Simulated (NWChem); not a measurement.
All runs are NWChem calculations. System: C₃H₂F₃, charge 0, spin multiplicity 2, at a geometry optimised with UB3LYP/def2-SVP. The structure started from a generated list of species. Its SCF solution wasn't tested for a lower state. Level: UPBE0/def2-TZVP.

The NWChem input:

```
start mol
memory heap 200 mb stack 900 mb global 1100 mb
geometry units angstroms nocenter noautoz
  F     -2.647451    -0.241987     0.000000
  C     -1.433177     0.316752     0.000000
  C     -0.309352    -0.497306     0.000000
  C      0.985350    -0.042856     0.000000
  F      2.044928    -0.826398     0.000000
  F      1.316973     1.236522     0.000000
  H     -1.438480     1.408064     0.000000
  H     -0.448500    -1.580835     0.000000
  symmetry group Cs
end
basis spherical
  * library def2-tzvp
end
dft
  xc pbe0
  odft
  mult 2
  semidirect memsize 60000000 filesize 0
  iterations 100
end
task dft energy
```

Part of the output:

```
             Northwest Computational Chemistry Package (NWChem) 7.3.0
             --------------------------------------------------------

                                NWChem Input Module
                                -------------------

 Scaling coordinates for geometry "geometry" by  1.889725989
 (inverse scale =  0.529177249)

 Turning off AUTOSYM since
 SYMMETRY directive was detected!

                             Geometry "geometry" -> ""
                             -------------------------

 Output coordinates in angstroms (scale by  1.889725989 to convert to a.u.)

  No.       Tag          Charge          X              Y              Z
 ---- ---------------- ---------- -------------- -------------- --------------
    1 F                    9.0000    -2.64745100    -0.24198700     0.00000000
    2 C                    6.0000    -1.43317700     0.31675200     0.00000000
    3 C                    6.0000    -0.30935200    -0.49730600     0.00000000
    4 C                    6.0000     0.98535000    -0.04285600     0.00000000
    5 F                    9.0000     2.04492800    -0.82639800     0.00000000
    6 F                    9.0000     1.31697300     1.23652200     0.00000000
    7 H                    1.0000    -1.43848000     1.40806400     0.00000000
    8 H                    1.0000    -0.44850000    -1.58083500     0.00000000

 Effective nuclear repulsion energy (a.u.)     222.4309604258

            Nuclear Dipole moment (a.u.)
            ----------------------------
        X                 Y               Z
 ---------------- ---------------- ----------------
    -0.0000075589     0.0000037795     0.0000000000

      Symmetry information
      --------------------

 Group name             Cs
 Group number              2
 Group order               2
 No. of unique centers     8

      Symmetry unique atoms

     1    2    3    4    5    6    7    8


 Summary of "ao basis" -> "" (spherical)
 ------------------------------------------------------------------------------
       Tag                 Description            Shells   Functions and Types
 ---------------- ------------------------------  ------  ---------------------
 *                         def2-tzvp                  on all atoms

                                 NWChem DFT Module
                                 -----------------

 Summary of "ao basis" -> "ao basis" (spherical)
 ------------------------------------------------------------------------------
       Tag                 Description            Shells   Functions and Types
 ---------------- ------------------------------  ------  ---------------------
 F                         def2-tzvp                11       31   5s3p2d1f
 C                         def2-tzvp                11       31   5s3p2d1f
 H                         def2-tzvp                 4        6   3s1p

 Summary of "ao basis" -> "ao basis" (spherical)
 ------------------------------------------------------------------------------
       Tag                 Description            Shells   Functions and Types
 ---------------- ------------------------------  ------  ---------------------
 F                         def2-tzvp                11       31   5s3p2d1f
 C                         def2-tzvp                11       31   5s3p2d1f
 H                         def2-tzvp                 4        6   3s1p

      Symmetry analysis of basis
      --------------------------

        a'        136
        a"         62

            General Information
            -------------------
          SCF calculation type: DFT
          Wavefunction type:  spin polarized.
          No. of atoms     :     8
          No. of electrons :    47
           Alpha electrons :    24
            Beta electrons :    23
          Charge           :     0
          Spin multiplicity:     2
          Use of symmetry is: on ; symmetry adaption is: on
          Maximum number of iterations: 100
          AO basis - number of functions:   198
                     number of shells:    74
          Convergence on energy requested:  1.00D-06
          Convergence on density requested:  1.00D-05
          Convergence on gradient requested:  5.00D-04

              XC Information
              --------------
                         PBE0 Method XC Functional
                     Hartree-Fock (Exact) Exchange  0.250
          PerdewBurkeErnzerhof Exchange Functional  0.750
            Perdew 1991 LDA Correlation Functional  1.000 local
           PerdewBurkeErnz. Correlation Functional  1.000 non-local

             Grid Information
             ----------------
          Grid used for XC integration:  medium
          Radial quadrature: Mura-Knowles
          Angular quadrature: Lebedev.
          Tag              B.-S. Rad. Rad. Pts. Rad. Cut. Ang. Pts.
          ---              ---------- --------- --------- ---------
          F                   0.50       49          11.0       434
          C                   0.70       49          10.0       434
          H                   0.35       45          10.0       434
          Grid pruning is: on
          Number of quadrature shells:   384
          Spatial weights used:  Erf1

          Convergence Information
          -----------------------
          Convergence aids based upon iterative change in
          total energy or number of iterations.
          Levelshifting, if invoked, occurs when the
          HOMO/LUMO gap drops below (HL_TOL):  1.00D-02
          DIIS, if invoked, will attempt to extrapolate
          using up to (NFOCK): 10 stored Fock matrices.
[...]
   160     -0.567584  6 F  s                 44     -0.559775  2 C  py
     5     -0.502395  1 F  s                129     -0.453665  5 F  s

                     DFT Final Beta Molecular Orbital Analysis
                     -----------------------------------------

 Vector   21  Occ=1.000000D+00  E=-4.504867D-01  Symmetry=a'
              MO Center=  3.1D-01,  1.2D-01,  1.9D-15, r^2= 3.2D+00
   Bfn.  Coefficient  Atom+Function         Bfn.  Coefficient  Atom+Function
  ----- ------------  ---------------      ----- ------------  ---------------
   161      0.345411  6 F  px               164      0.285494  6 F  px
    69      0.199355  3 C  py               167      0.178329  6 F  px
   194     -0.171556  8 H  s                 72      0.149352  3 C  py
    99     -0.131925  4 C  px                68      0.127795  3 C  px
   193     -0.116903  8 H  s                  6      0.114678  1 F  px

 Vector   22  Occ=1.000000D+00  E=-4.021100D-01  Symmetry=a'
              MO Center= -1.8D+00,  7.5D-02, -4.2D-17, r^2= 2.1D+00
   Bfn.  Coefficient  Atom+Function         Bfn.  Coefficient  Atom+Function
  ----- ------------  ---------------      ----- ------------  ---------------
     7      0.348726  1 F  py                10      0.287039  1 F  py
    38     -0.197989  2 C  py                13      0.193902  1 F  py
   188     -0.192133  7 H  s                 67      0.142143  3 C  s
    69      0.136807  3 C  py                 6     -0.127669  1 F  px
    68     -0.125306  3 C  px               187     -0.124976  7 H  s

 Vector   23  Occ=1.000000D+00  E=-3.138268D-01  Symmetry=a"
              MO Center= -3.0D-01, -2.6D-01,  1.8D-16, r^2= 2.1D+00
   Bfn.  Coefficient  Atom+Function         Bfn.  Coefficient  Atom+Function
  ----- ------------  ---------------      ----- ------------  ---------------
    70      0.332190  3 C  pz                73      0.309875  3 C  pz
    76      0.192072  3 C  pz                 8     -0.152791  1 F  pz
   101      0.141571  4 C  pz                39      0.140545  2 C  pz
   104      0.133290  4 C  pz                42      0.128781  2 C  pz
    11     -0.124291  1 F  pz               163     -0.123137  6 F  pz

 Vector   24  Occ=0.000000D+00  E=-6.232737D-02  Symmetry=a"
              MO Center= -3.7D-01,  1.4D-01, -3.2D-15, r^2= 3.0D+00
   Bfn.  Coefficient  Atom+Function         Bfn.  Coefficient  Atom+Function
  ----- ------------  ---------------      ----- ------------  ---------------
    45      0.372819  2 C  pz               104     -0.317207  4 C  pz
    39      0.309626  2 C  pz               101     -0.303653  4 C  pz
    42      0.296483  2 C  pz               107     -0.202752  4 C  pz
    14     -0.165493  1 F  pz                 8     -0.156685  1 F  pz
   132      0.137393  5 F  pz               138      0.125301  5 F  pz

 Vector   25  Occ=0.000000D+00  E= 6.544007D-02  Symmetry=a"
              MO Center= -1.6D-01, -4.7D-02,  1.7D-14, r^2= 3.2D+00
   Bfn.  Coefficient  Atom+Function         Bfn.  Coefficient  Atom+Function
  ----- ------------  ---------------      ----- ------------  ---------------
    76      0.864809  3 C  pz                45     -0.667764  2 C  pz
   107     -0.636398  4 C  pz               104     -0.305957  4 C  pz
   101     -0.291929  4 C  pz                70      0.284439  3 C  pz
    73      0.254906  3 C  pz                39     -0.205416  2 C  pz
    42     -0.180780  2 C  pz               138      0.177314  5 F  pz

 Vector   26  Occ=0.000000D+00  E= 6.815638D-02  Symmetry=a'
              MO Center= -2.8D-01, -1.2D+00,  7.8D-16, r^2= 4.6D+00
   Bfn.  Coefficient  Atom+Function         Bfn.  Coefficient  Atom+Function
  ----- ------------  ---------------      ----- ------------  ---------------
   195      2.534321  8 H  s                 67     -1.632151  3 C  s
    75      1.130705  3 C  py                66     -0.751072  3 C  s
    74      0.454805  3 C  px               160     -0.392634  6 F  s
   105      0.388843  4 C  px               129     -0.349071  5 F  s
    43      0.326433  2 C  px                44     -0.315812  2 C  py

   alpha - beta orbital overlaps
   -----------------------------

   alpha      1      2      3      4      5      6      7      8      9     10
    beta      2      1      3      4      5      6      7      8      9     10
 overlap   0.982  0.982  1.000  1.000  1.000  1.000  1.000  1.000  1.000  0.998

   alpha     11     12     13     14     15     16     17     18     19     20
    beta     11     12     13     14     15     16     18     17     19     20
 overlap   0.996  0.995  1.000  0.999  0.997  0.999  0.997  0.999  1.000  0.999

   alpha     21     22     23     24     25     26     27     28     29     30
    beta     21     22     23     24     25     26     27     28     29     30
 overlap   0.999  1.000  0.983  0.993  0.976  0.925  0.898  0.964  0.996  0.998

   alpha     31     32     33     34     35     36     37     38     39     40
    beta     31     32     33     34     35     36     37     38     39     40
 overlap   0.987  0.978  0.989  0.990  0.981  0.993  0.974  0.993  0.992  0.996

   alpha     41     42     43     44     45     46     47     48     49     50
    beta     41     43     42     44     45     46     47     48     49     50
 overlap   0.995  0.887  0.889  0.999  0.986  0.986  0.999  0.999  0.994  0.995

   alpha     51     52     53     54     55     56     57     58     59     60
    beta     52     51     53     54     55     56     57     58     59     61
 overlap   0.988  0.995  0.989  1.000  0.997  1.000  0.998  0.998  0.998  0.999

   alpha     61     62     63     64     65     66     67     68     69     70
    beta     60     62     63     64     65     67     66     68     69     70
 overlap   1.000  0.997  0.998  0.994  0.989  0.991  0.999  0.998  0.998  0.998

   alpha     71     72     73     74     75     76     77     78     79     80
    beta     71     72     73     74     76     75     77     78     79     80
 overlap   0.999  0.999  0.993  0.998  0.992  0.997  0.997  0.990  0.997  0.999

   alpha     81     82     83     84     85     86     87     88     89     90
    beta     81     82     83     84     85     86     87     88     89     90
 overlap   0.998  0.999  0.994  0.999  0.994  1.000  0.999  0.999  0.999  0.999

   alpha     91     92     93     94     95     96     97     98     99    100
    beta     91     92     93     95     94     96     97     98     99    100
 overlap   0.999  0.999  0.998  0.999  0.999  0.998  0.998  0.999  0.969  0.931

   alpha    101    102    103    104    105    106    107    108    109    110
    beta    101    102    103    104    105    106    107    108    109    110
 overlap   0.956  0.999  0.999  0.998  0.999  0.978  0.976  0.995  0.996  0.996

   alpha    111    112    113    114    115    116    117    118    119    120
    beta    111    112    113    114    115    116    117    118    119    120
 overlap   0.998  0.997  0.998  0.989  0.990  0.999  0.960  0.973  0.984  0.990

   alpha    121    122    123    124    125    126    127    128    129    130
    beta    121    122    124    123    125    127    126    128    129    130
 overlap   0.934  0.797  0.936  0.793  0.993  0.994  0.991  0.998  0.998  0.993

   alpha    131    132    133    134    135    136    137    138    139    140
    beta    131    133    132    134    135    136    137    138    139    140
 overlap   0.930  0.999  0.936  0.998  0.998  1.000  0.998  1.000  1.000  0.999

   alpha    141    142    143    144    145    146    147    148    149    150
    beta    141    142    143    144    145    146    147    148    149    150
 overlap   0.999  1.000  1.000  1.000  0.999  1.000  0.999  1.000  1.000  1.000

   alpha    151    152    153    154    155    156    157    158    159    160
    beta    151    152    153    154    155    156    157    158    159    160
 overlap   1.000  1.000  1.000  1.000  1.000  1.000  0.997  0.999  0.999  0.997

   alpha    161    162    163    164    165    166    167    168    169    170
    beta    161    162    163    164    165    166    167    168    169    170
 overlap   0.999  1.000  1.000  1.000  1.000  1.000  1.000  1.000  1.000  1.000

   alpha    171    172    173    174    175    176    177    178    179    180
    beta    171    172    173    174    175    176    177    178    179    180
 overlap   1.000  1.000  1.000  1.000  1.000  1.000  1.000  1.000  1.000  1.000

   alpha    181    182    183    184    185    186    187    188    189    190
    beta    181    182    183    184    185    186    187    188    189    190
 overlap   0.995  0.995  1.000  1.000  1.000  1.000  1.000  1.000  1.000  1.000

   alpha    191    192    193    194    195    196    197    198
    beta    191    192    193    194    195    196    197    198
 overlap   0.999  0.999  1.000  1.000  1.000  1.000  1.000  1.000

     --------------------------
     Expectation value of S2:
     --------------------------
      <S2> =      0.7860 (Exact =     0.7500)

 center of mass
 --------------
 x =   0.05142478 y =   0.00674836 z =   0.00000000

 moments of inertia (a.u.)
 ------------------
         185.141012721156         -19.853411735711           0.000000000000
         -19.853411735711        1018.546738564634           0.000000000000
           0.000000000000           0.000000000000        1203.687751285790

     Multipole analysis of the density
     ---------------------------------

     L   x y z        total         alpha         beta         nuclear
     -   - - -        -----         -----         ----         -------
     0   0 0 0     -0.000000    -24.000000    -23.000000     47.000000

     1   1 0 0      0.025459      0.313969     -0.288502     -0.000008
     1   0 1 0      0.021557     -0.222871      0.244424      0.000004
     1   0 0 1     -0.000000     -0.000000     -0.000000      0.000000

     2   2 0 0    -27.589378   -263.203934   -254.765215    490.379770
     2   1 1 0     -0.947988     -3.190194     -4.336277      6.578482
     2   1 0 1      0.000000      0.000000      0.000000      0.000000
     2   0 2 0    -22.422146    -59.887344    -58.999520     96.464718
     2   0 1 1      0.000000     -0.000000      0.000000      0.000000
     2   0 0 2    -24.250766    -12.951894    -11.298872      0.000000

 Task  times  cpu:       28.6s     wall:       28.6s

 Total times  cpu:       28.7s     wall:       28.7s
```
